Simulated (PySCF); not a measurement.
An unknown gives this computed stick spectrum. Computed with TDDFT CAM-B3LYP/def2-SVPD, vertical, gas phase, core orbitals frozen in the response in PySCF 2.14.0, density-fitted response routines. Geometries: GFN2-xTB, one conformer each.

| state | E (eV) | f | main configurations (H = HOMO, L = LUMO) |
| --- | --- | --- | --- |
| S1 | 6.27 | 0.036 | H→L (48%), H→L+1 (41%) |
| S2 | 6.45 | 0.176 | H→L (42%), H→L+1 (42%) |
| S3 | 7.20 | 0.059 | H→L+2 (29%), H-1→L (21%), H→L+3 (15%) |
| S4 | 7.26 | 0.054 | H-1→L (42%) |
| S5 | 7.49 | 0.040 | H→L+3 (57%), H→L+2 (18%) |
| S6 | 7.51 | 0.032 | H-1→L+1 (48%), H-1→L+2 (12%), H→L+5 (10%) |
| S7 | 7.67 | 0.0066 | H→L+5 (47%), H→L+7 (13%), H→L+2 (10%) |
| S8 | 7.78 | 0.226 | H-1→L (21%), H-2→L (20%), H→L+5 (9%) |

Orbital energies (eV): HOMO-3 -10.94, HOMO-2 -10.41, HOMO-1 -9.19, HOMO -8.30, LUMO 1.00, LUMO+1 1.25, LUMO+2 1.77.

Question: Which candidate is it? All have the formula C6H7F.
A. `CC#C/C=C/CF`
B. `C=C1C(F)=C1CC`
C. `C=CCC1=C(F)C1`

Answer: C. Its S1, at 6.27 eV, is the highest among the candidates; the nearest of the others has S1 at 5.39 eV. S1 is HOMO→LUMO (48%), HOMO→LUMO+1 (41%). Löwdin shares by element: HOMO carbon 67% or more, fluorine 9% (atoms not listed hold the other 24%); LUMO carbon 65% or more (atoms not listed hold the other 35%). At the same level the other candidates give, for their lowest levels:
- `CC#C/C=C/CF`: 5.39 eV (f 0.000); 5.59 eV (f 0.412); 6.28 eV (f 0.000); 6.51 eV (f 0.002); 6.98 eV (f 0.001); T1 3.47 eV; HOMO -7.90, LUMO 0.46 eV
- `C=C1C(F)=C1CC`: 5.25 eV (f 0.014); 5.35 eV (f 0.061); 6.51 eV (f 0.024); 6.77 eV (f 0.043); 7.05 eV (f 0.265); T1 3.97 eV; HOMO -7.34, LUMO 0.82 eV

The values belong to the conformer `[CH2:1]=[CH:2][CH2:3][C:4]1=[C:5]([F:6])[CH2:7]1`: C1–C2–C3–C4 -116°, C2–C3–C4–C5 -86°.
Triplets come from the Tamm–Dancoff approximation.
